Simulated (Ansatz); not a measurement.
CdCl₂, SMILES [Cl][Cd][Cl].

The structure is a stationary point at PBE-D3(BJ)/def2-TZVP. The isomer is the one that the SMILES or the coordinates give; other isomers of the formula were not compared. The def2 effective core potentials stand for the cores of Cd; spin–orbit coupling is left out.

Two levels are set side by side: PBE/def2-TZVPD (Ansatz, a program for electronic structure) and CAM-B3LYP/def2-TZVPD (Ansatz). Energy differences of separate SCF runs at the same geometry; the states with an electron removed or added have multiplicity 2 and 2. Differences are taken from unrounded values.

| quantity | PBE |
|---|---|
| vertical ionisation energy (eV) | 10.61 |
| vertical electron affinity (eV) | 0.70 |
| vertical singlet–triplet gap (eV) | 4.43 |

Question: These are the PBE values. What does CAM-B3LYP give? (Estimate from the structure and the level; the computed values follow.)

Answer: 
| quantity | CAM-B3LYP | PBE minus CAM-B3LYP |
|---|---|---|
| vertical ionisation energy (eV) | 11.39 | -0.79 |
| vertical electron affinity (eV) | 0.65 | 0.06 |
| vertical singlet–triplet gap (eV) | 5.24 | -0.82 |
